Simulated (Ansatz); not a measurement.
Basis-set series for C$_{3}$H$_{9}$F$_{3}$OSiSn (`C[Si](C)(C)[O][Sn]([F])([F])[F]`). The species carries charge 0 and has multiplicity 1. Sn: def2 effective core potential. The structure was optimised at the PBE0-D4/def2-TZVP level. It is one conformer, not always the lowest.

```xyz
18

C     1.711   -0.334   -0.745
Si   -0.052   -0.527   -0.170
C    -0.456   -2.295    0.240
C    -1.236    0.183   -1.422
O    -0.236    0.310    1.272
Sn   -0.031    2.133    1.747
F    -0.397    2.386    3.576
F    -1.193    3.265    0.777
F     1.719    2.769    1.427
H     1.874   -0.876   -1.680
H     1.966    0.715   -0.923
H     2.412   -0.725   -0.003
H    -0.362   -2.927   -0.648
H     0.221   -2.683    1.004
H    -1.478   -2.385    0.614
H    -1.037    1.241   -1.614
H    -2.270    0.096   -1.078
H    -1.154   -0.346   -2.375
```

| functional | basis | functions | energy (Eh) | HOMO (eV) | LUMO (eV) |
| --- | --- | --- | --- | --- | --- |
| PBE0-D4 | def2-TZVPP | 435 | -998.09924 | -8.67 | -2.74 |
| PBE0-D4 | def2-QZVPP | 821 | -998.14223 | -8.68 | -2.76 |
| ωB97M-V | def2-TZVPP | 435 | -998.49298 | -10.94 | -0.66 |
| ωB97M-V | def2-QZVPP | 821 | -998.53328 | -10.94 | -0.75 |

(1) Give the rows for def2-SVP. (An estimate is asked.)

Answers

(1) Computed: 
| functional | basis | functions | energy (Eh) | HOMO (eV) | LUMO (eV) |
| --- | --- | --- | --- | --- | --- |
| PBE0-D4 | def2-SVP | 187 | -997.35888 | -8.63 | -2.57 |
| ωB97M-V | def2-SVP | 187 | -997.73388 | -10.88 | -0.41 |
